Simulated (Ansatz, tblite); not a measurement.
Removing an electron: (Cl2Al-mu-PSiH3)2 (Al2Si4P2H12Cl4). Total charge 0; singlet. Geometry: PBE-D4/def2-SVP. Ansatz, gas phase; energy differences of separate SCF runs; the oxidised species was run as a doublet alone.

```xyz
24

Al    0.260   -1.454    0.858
Cl   -1.245   -2.105    2.225
Cl    2.043   -2.591    0.565
P     0.798    0.866    1.236
Si    3.000    1.286    1.509
Si   -0.461    1.786    2.872
Al   -0.036    1.408   -0.961
Cl   -1.742    2.684   -0.819
Cl    1.583    1.883   -2.268
P    -0.720   -0.883   -1.271
Si   -2.969   -1.116   -1.268
Si    0.248   -1.920   -3.029
H     3.213    2.772    1.473
H     3.703    0.608    0.374
H     3.439    0.728    2.832
H    -0.241    3.272    2.877
H    -1.883    1.450    2.545
H    -0.053    1.194    4.190
H    -3.522   -0.498   -2.518
H    -3.462   -0.403   -0.048
H    -3.304   -2.577   -1.215
H    -0.063   -3.387   -2.952
H     1.718   -1.668   -2.910
H    -0.304   -1.336   -4.297
```

The xTB rows come from tblite.

```
          level  −HOMO (eV)  vertical IE (eV)  −LUMO (eV)  HOMO–LUMO gap (eV)
       GFN2-xTB       10.18             12.02        6.55                3.63
PBE-D4/def2-SVP        6.63              8.61        2.17                4.46
```

**Question.** Estimate the rows for GFN1-xTB, PBE0-D4/def2-SVP.

**Answer.** 
| level | −HOMO (eV) | vertical IE (eV) | −LUMO (eV) | HOMO–LUMO gap (eV) |
| --- | --- | --- | --- | --- |
| GFN1-xTB | 11.32 | 13.11 | 7.60 | 3.72 |
| PBE0-D4/def2-SVP | 7.82 | 9.18 | 1.47 | 6.35 |

Relaxing the oxidised species (PBE-D4/def2-SVP) changes its energy by -0.14 eV at PBE-D4/def2-SVP, so the adiabatic ionisation energy to this nearest minimum is 8.47 eV. At PBE0-D4/def2-SVP it is 9.00 eV.    Raw xTB energy differences between charge states are shifted by several eV; the methods need an empirical correction for them.
